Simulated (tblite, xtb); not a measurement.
sodium chloride (ClNa), singlet, geometry from GFN2-xTB (such geometries of metal compounds can be far from the true shape). Base run: GFN1-xTB (xtb).

Geometry (Å):
```xyz
2

Na     0.0000     0.0000    -1.3633
Cl     0.0000     0.0000     0.8821
```
All else is at xtb's defaults.
Base energy -4.60280 Eh.

Programs used: tblite, xtb; a row that names a program was run with it.

Variants of this job, named by their change:

```csv
change,ΔE vs base (kcal/mol),HOMO-LUMO gap (eV),dipole (D),SCF cycles
base,0.000,6.07,9.37,6
etemp = 3000,0.000,6.07,9.37,6
acc = 30,0.000,6.07,9.37,5
"program = tblite; method = gfn1; option = (--guess, eeq)",0.000,-,-,-
etemp = 5000,-0.060,6.08,9.33,7
program = tblite; method = gfn1,0.000,-,-,-
program = tblite; method = gfn1; option = --grad,0.000,-,-,-
acc = 1000,0.000,6.07,9.37,4
```
